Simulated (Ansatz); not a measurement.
Ansatz (a first-principles code) input (B3LYP/6-31G*):

Ansatz 0.2 input:
```yaml
crystal:
  periodic: [false, false, false]
  atoms:
    - {symbol: Be, position_ang: [0.00000000, 0.00000000, 0.00000000]}
    - {symbol: F, position_ang: [-0.00000000, -0.00000000, -1.37980434]}
    - {symbol: F, position_ang: [0.00000000, 0.00000000, 1.37980434]}
basis:
  gaussian:
    orbitals: 6-31G*
hamiltonian:
  xc: {name: B3LYP}
phonons: {temperatures: {t_min: 298.15, t_max: 298.15, t_step: 100}}
```

Output:

```
Functional definition: B3LYP
integrals: 0.01 GiB planned
385 factors; their error is unknown
mean field: 0.09 GiB planned
mean field evaluation 1: about -5835.9941 eV, gradient 4.7e1 eV
mean field evaluation 2: about -5829.3884 eV, gradient 8.3e1 eV
mean field evaluation 4: about -5839.3697 eV, gradient 3.5e-1 eV
mean field evaluation 8: about -5839.3653 eV, gradient 4.9e-4 eV
mean field -5839.36525506 eV, -214.5927150595 hartree, gradient 3.6e-5 eV, S^2 0.000000; 0 other end points of the search recorded, 0 dependent functions left out
the calculation of the forces begins
reference -5839.36542512 eV, -214.5927213092 hartree; 11, 11 occupied and 34, 34 virtual orbitals, 385 factors
these checks for a lower state are left out or cut short: stability, starts, cluster_reference, orbital_swaps, neighbouring_geometries, increment
integrals: 0.01 GiB planned
385 factors; their error is unknown
mean field: 0.08 GiB planned
mean field evaluation 16: about -5839.3652 eV, gradient 1.1e-4 eV
mean field -5839.36524706 eV, -214.5927147657 hartree, gradient 6.3e-7 eV, S^2 0.000000; 0 other end points of the search recorded, 0 dependent functions left out
the calculation of the forces begins
reference -5839.36541713 eV, -214.5927210153 hartree; 11, 11 occupied and 34, 34 virtual orbitals, 385 factors
these checks for a lower state are left out or cut short: stability, starts, cluster_reference, orbital_swaps, neighbouring_geometries, increment
integrals: 0.01 GiB planned
385 factors; their error is unknown
mean field: 0.09 GiB planned
mean field -5839.36524706 eV, -214.5927147657 hartree, gradient 6.3e-7 eV, S^2 0.000000; 0 other end points of the search recorded, 0 dependent functions left out
the calculation of the forces begins
reference -5839.36541713 eV, -214.5927210153 hartree; 11, 11 occupied and 34, 34 virtual orbitals, 385 factors
these checks for a lower state are left out or cut short: stability, starts, cluster_reference, orbital_swaps, neighbouring_geometries, increment
integrals: 0.01 GiB planned
385 factors; their error is unknown
mean field: 0.09 GiB planned
mean field evaluation 32: about -5839.3652 eV, gradient 6.3e-7 eV
mean field -5839.36524706 eV, -214.5927147657 hartree, gradient 6.3e-7 eV, S^2 0.000000; 0 other end points of the search recorded, 0 dependent functions left out
the calculation of the forces begins
reference -5839.36541713 eV, -214.5927210153 hartree; 11, 11 occupied and 34, 34 virtual orbitals, 385 factors
these checks for a lower state are left out or cut short: stability, starts, cluster_reference, orbital_swaps, neighbouring_geometries, increment
integrals: 0.01 GiB planned
385 factors; their error is unknown
mean field: 0.09 GiB planned
mean field -5839.36524706 eV, -214.5927147657 hartree, gradient 6.3e-7 eV, S^2 0.000000; 0 other end points of the search recorded, 0 dependent functions left out
the calculation of the forces begins
reference -5839.36541713 eV, -214.5927210153 hartree; 11, 11 occupied and 34, 34 virtual orbitals, 385 factors
these checks for a lower state are left out or cut short: stability, starts, cluster_reference, orbital_swaps, neighbouring_geometries, increment
integrals: 0.01 GiB planned
385 factors; their error is unknown
mean field: 0.09 GiB planned
mean field -5839.36503374 eV, -214.5927069263 hartree, gradient 1.5e-6 eV, S^2 0.000000; 0 other end points of the search recorded, 0 dependent functions left out
the calculation of the forces begins
reference -5839.36520381 eV, -214.5927131760 hartree; 11, 11 occupied and 34, 34 virtual orbitals, 385 factors
these checks for a lower state are left out or cut short: stability, starts, cluster_reference, orbital_swaps, neighbouring_geometries, increment
integrals: 0.01 GiB planned
385 factors; their error is unknown
mean field: 0.08 GiB planned
mean field -5839.36503374 eV, -214.5927069263 hartree, gradient 1.5e-6 eV, S^2 0.000000; 0 other end points of the search recorded, 0 dependent functions left out
the calculation of the forces begins
reference -5839.36520381 eV, -214.5927131760 hartree; 11, 11 occupied and 34, 34 virtual orbitals, 385 factors
these checks for a lower state are left out or cut short: stability, starts, cluster_reference, orbital_swaps, neighbouring_geometries, increment
integrals: 0.01 GiB planned
385 factors; their error is unknown
mean field: 0.08 GiB planned
mean field -5839.36525306 eV, -214.5927149860 hartree, gradient 7.1e-7 eV, S^2 0.000000; 0 other end points of the search recorded, 0 dependent functions left out
the calculation of the forces begins
reference -5839.36542312 eV, -214.5927212357 hartree; 11, 11 occupied and 34, 34 virtual orbitals, 385 factors
these checks for a lower state are left out or cut short: stability, starts, cluster_reference, orbital_swaps, neighbouring_geometries, increment
integrals: 0.01 GiB planned
385 factors; their error is unknown
mean field: 0.08 GiB planned
mean field evaluation 64: about -5839.3699 eV, gradient 1.3e-1 eV
mean field -5839.36525306 eV, -214.5927149860 hartree, gradient 7.1e-7 eV, S^2 0.000000; 0 other end points of the search recorded, 0 dependent functions left out
the calculation of the forces begins
reference -5839.36542312 eV, -214.5927212357 hartree; 11, 11 occupied and 34, 34 virtual orbitals, 385 factors
these checks for a lower state are left out or cut short: stability, starts, cluster_reference, orbital_swaps, neighbouring_geometries, increment
integrals: 0.01 GiB planned
385 factors; their error is unknown
mean field: 0.08 GiB planned
mean field -5839.36525306 eV, -214.5927149860 hartree, gradient 7.1e-7 eV, S^2 0.000000; 0 other end points of the search recorded, 0 dependent functions left out
the calculation of the forces begins
reference -5839.36542312 eV, -214.5927212357 hartree; 11, 11 occupied and 34, 34 virtual orbitals, 385 factors
these checks for a lower state are left out or cut short: stability, starts, cluster_reference, orbital_swaps, neighbouring_geometries, increment
integrals: 0.01 GiB planned
385 factors; their error is unknown
mean field: 0.09 GiB planned
mean field -5839.36525306 eV, -214.5927149860 hartree, gradient 7.1e-7 eV, S^2 0.000000; 0 other end points of the search recorded, 0 dependent functions left out
the calculation of the forces begins
reference -5839.36542312 eV, -214.5927212357 hartree; 11, 11 occupied and 34, 34 virtual orbitals, 385 factors
these checks for a lower state are left out or cut short: stability, starts, cluster_reference, orbital_swaps, neighbouring_geometries, increment
integrals: 0.01 GiB planned
385 factors; their error is unknown
mean field: 0.09 GiB planned
mean field -5839.36513892 eV, -214.5927107914 hartree, gradient 1.9e-6 eV, S^2 0.000000; 0 other end points of the search recorded, 0 dependent functions left out
the calculation of the forces begins
reference -5839.36530901 eV, -214.5927170421 hartree; 11, 11 occupied and 34, 34 virtual orbitals, 385 factors
these checks for a lower state are left out or cut short: stability, starts, cluster_reference, orbital_swaps, neighbouring_geometries, increment
integrals: 0.01 GiB planned
385 factors; their error is unknown
mean field: 0.09 GiB planned
mean field evaluation 96: about -5839.3651 eV, gradient 1.7e-6 eV
mean field -5839.36514027 eV, -214.5927108410 hartree, gradient 1.7e-6 eV, S^2 0.000000; 0 other end points of the search recorded, 0 dependent functions left out
the calculation of the forces begins
reference -5839.36531031 eV, -214.5927170898 hartree; 11, 11 occupied and 34, 34 virtual orbitals, 385 factors
Total energy: -5839.36542512 eV, -214.5927213092 hartree
Atom 0 at     0.000000     0.000000     0.000000 Å, force    -0.000000     0.000000     0.000000 eV/Å
Atom 1 at    -0.000000    -0.000000    -1.379804 Å, force     0.000000     0.000000    -0.000055 eV/Å
Atom 2 at     0.000000     0.000000     1.379804 Å, force     0.000000    -0.000000     0.000055 eV/Å
Dipole moment:    -0.000000    -0.000000    -0.000000 e Å
Vibrations: 309.03 309.03 742.22 1625.98 cm⁻¹, zero-point energy 0.185125 eV
```

The blocks after the first are displaced geometries, from whose forces the wavenumbers follow.
